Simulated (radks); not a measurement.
Tm, 69 electrons, occupied as [Xe] 4f13 6s2.

Method: Dirac Kohn-Sham, revPBE, spin-unpolarised, spherical densities, finite nucleus; open shells fill j = l - 1/2 first; Fermi nuclear charge, rms radius 5.2256 fm; computed with a radial shooting solver on a logarithmic mesh with Libxc functionals.

Energy parts (eV):
total: -369558.61
kinetic: 409113.53
electron-nucleus: -915963.90
Hartree: 145106.80
exchange-correlation: -7815.05

Orbitals (lengths in bohr, moments of r in powers of bohr; <r^-3> diverges for s and p1/2; r(max) is where P^2 peaks; r(90%) holds 90 % of the orbital's charge):
orbital  occ.  eigenvalue (eV)   r(max)  r(90%)  <r^-3>      <r^2>  small-component weight
1s1/2       2        -59204.45  0.01261  0.0363       -  0.0005486                6.68e-02
2s1/2       2        -9983.184  0.07207   0.131       -   0.008457                1.50e-02
2p1/2       2        -9516.085  0.05403   0.116       -   0.006089                1.50e-02
2p3/2       4        -8535.981  0.06035   0.126   12820   0.007305                1.38e-02
3s1/2       2        -2243.576   0.2035   0.324       -    0.05570                4.84e-03
3p1/2       2        -2037.877   0.1912   0.316       -    0.05147                4.78e-03
3p3/2       4        -1830.908   0.2043   0.335    2813    0.05827                4.42e-03
3d3/2       4        -1479.850   0.1611   0.307   480.3    0.04576                4.31e-03
3d5/2       6        -1434.618   0.1648   0.313   418.0    0.04764                4.20e-03
4s1/2       2        -441.9464   0.4648   0.716       -     0.2800                1.56e-03
4p1/2       2        -359.1887   0.4665   0.737       -     0.2920                1.48e-03
4p3/2       4        -312.5007   0.4945   0.783   634.9     0.3297                1.34e-03
4d3/2       4        -176.3326   0.4963   0.850   93.00     0.3712                1.16e-03
4d5/2       6        -167.8388   0.5053   0.867   79.44     0.3861                1.12e-03
5s1/2       2         -53.2460    1.093    1.78       -      1.710                3.11e-04
5p1/2       2         -30.9685    1.194    2.06       -      2.215                2.42e-04
5p3/2       4         -25.2681    1.283    2.24   75.46      2.605                2.07e-04
6s1/2       2          -3.8239    3.362    5.96       -      18.26                2.71e-05
4f5/2       6          -3.7086   0.4933    1.40   11.74     0.8922                6.72e-04
4f7/2       7          -2.5141   0.4988    1.45   11.13     0.9707                6.52e-04

The highest occupied level is 4f7/2 at -2.514 eV. The density falls to 0.001 e/bohr^3 at r = 5.09 bohr. For comparison, the ionisation energy in NIST's Atomic Spectra Database is 6.184 eV (measured). In exact Kohn-Sham theory the highest level is minus the ionisation energy, but local and semilocal functionals leave it too shallow, through self-interaction and a potential that decays too fast; potentials with the right tail come closer. Summed over all electrons, <r^2> = 74.19 bohr^2, which gives a Langevin (diamagnetic) susceptibility term of -58.8 x 10^-6 cm^3/mol.

Beside tabulated values, note that spin-unpolarised runs miss the spin-polarisation part of the exchange energy of open shells.
